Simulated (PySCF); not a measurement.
**Assignment exercise: C5H4F4O2**

Molfile (atoms numbered from 1):
```
C5H4F4O2
     RDKit          3D

 15 14  0  0  0  0  0  0  0  0999 V2000
    3.1446    0.6786    1.0876 F   0  0  0  0  0  0  0  0  0  0  0  0
    3.2486   -0.0678   -0.0309 C   0  0  0  0  0  0  0  0  0  0  0  0
    2.2296   -0.5048   -0.7606 C   0  0  0  0  0  0  0  0  0  0  0  0
    0.8913   -0.3540   -0.6365 O   0  0  0  0  0  0  0  0  0  0  0  0
    0.3503    0.2761    0.4363 C   0  0  0  0  0  0  0  0  0  0  0  0
   -0.9432    0.5845    0.4575 C   0  0  0  0  0  0  0  0  0  0  0  0
   -1.4760    1.1603    1.5570 F   0  0  0  0  0  0  0  0  0  0  0  0
   -1.8289    0.4092   -0.5599 O   0  0  0  0  0  0  0  0  0  0  0  0
   -3.0355   -0.1497   -0.2439 C   0  0  0  0  0  0  0  0  0  0  0  0
   -2.9167   -1.4880   -0.0769 F   0  0  0  0  0  0  0  0  0  0  0  0
   -3.8521    0.0353   -1.2812 F   0  0  0  0  0  0  0  0  0  0  0  0
    4.2744   -0.2803   -0.2810 H   0  0  0  0  0  0  0  0  0  0  0  0
    2.4518   -1.0910   -1.6404 H   0  0  0  0  0  0  0  0  0  0  0  0
    0.9640    0.5376    1.2843 H   0  0  0  0  0  0  0  0  0  0  0  0
   -3.5067    0.2620    0.6666 H   0  0  0  0  0  0  0  0  0  0  0  0
  1  2  1  0
  2  3  2  0
  3  4  1  0
  4  5  1  0
  5  6  2  0
  6  7  1  0
  6  8  1  0
  8  9  1  0
  9 10  1  0
  9 11  1  0
  2 12  1  0
  3 13  1  0
  5 14  1  0
  9 15  1  0
M  END
```

[PySCF: GIAO PBE0/pcSseg-1 shieldings; geometry from GFN2-xTB; relativity neglected; no solvent; single conformer; fast rotation and ring inversion assumed for equivalent nuclei]

Chemical shifts δ = σref − σ; ¹³C and ¹H vs TMS, all at this level.

Question: Assign these signals to the numbered atoms. ¹³C{¹H} NMR (computed): δ 158.8, 140.7, 132.6, 122.6, 120.7.

Answer: 
158.8 → C6, alkene carbon bearing oxygen: an sp2 carbon further deshielded by the attached heteroatom
140.7 → C2, β carbon of an enol-ether or enamine type C=C
132.6 → C3, alkene carbon bearing oxygen: an sp2 carbon of a C=C bond
122.6 → C5, alkene carbon bearing oxygen
120.7 → C9, sp3 CH bonded to 2 F and O: 3 electronegative neighbours deshield it

C5 and C9 lie closer than the usual error of such a calculation, so a measured spectrum could show them in the other order.

Question: Assign these signals to the numbered atoms. ¹H NMR (400 MHz, computed): δ 7.61 (m, 1H), 6.93 (m, 1H), 6.44 (m, 1H), 5.72 (m, 1H).

Answer: 
```tsv
δ (ppm)	atoms	environment	reason
7.61	H14	hydrogen on an alkene carbon bearing oxygen	attached to an sp2 carbon and in the plane of the double bond
6.93	H15	hydrogen on an sp3 CH bonded to 2 F and O	its carbon carries F and O, an electronegative neighbour
6.44	H12	hydrogen on a β carbon of an enol-ether or enamine type C=C	attached to an sp2 carbon and in the plane of the double bond
5.72	H13	hydrogen on an alkene carbon bearing oxygen	olefinic region
```

Splittings by ¹⁹F in the carbon and heteronuclear signals aren't shown, as no couplings were computed. Shifts are as computed. Against solution values, carbons near 30 ppm lie about +3 ppm off and those near 130 ppm about +5 ppm. Of 1309 compounds with measured shifts, 239 miss one by over three times the rms of a fit or turn the order of signals round; such compounds aren't used in these exercises. Multiplicities follow the n + 1 count of equivalent neighbours, as no J values were calculated; m marks all less simple cases, F and P coupling included.
